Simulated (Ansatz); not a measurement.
Mulliken charges of CH₄Al₂FGa (`[CH3][Al]1[AlH][Ga]1[F]`) from r2SCAN/def2-TZVPP in Ansatz (PBE0-D4/def2-TZVP geometry).

```
atom   x (Å)   y (Å)   z (Å)  charge (e)
  C1  -0.760  -0.510   1.642      -0.380
 Al2   0.513  -0.224   0.182       0.199
 Al3   2.400   0.834  -1.022       0.062
 Ga4   0.493   0.294  -2.483       0.418
  F5  -0.486  -0.182  -3.868      -0.388
  H6  -1.570  -1.175   1.327       0.068
  H7  -0.270  -0.976   2.502       0.066
  H8  -1.206   0.431   1.976       0.074
  H9   0.886   1.508  -0.255      -0.117
```

Problem. By hand: the dipole of these point charges (1 e Å = 4.8032 D).

Solution. Σ q r = (0.617, 0.106, 0.243) e Å, of length 0.672 e Å = 3.23 D.

Problem. How does the dipole of the full density compare? (Best estimate.)

Solution. Ansatz gave: (0.119, 0.023, 0.543) e Å, 2.67 D; the point charges give 1.21 times that, at 56° from its direction.

Point charges leave out the atoms' own dipoles, such as those of lone pairs, and Mulliken's split depends on the basis, so the two needn't agree.
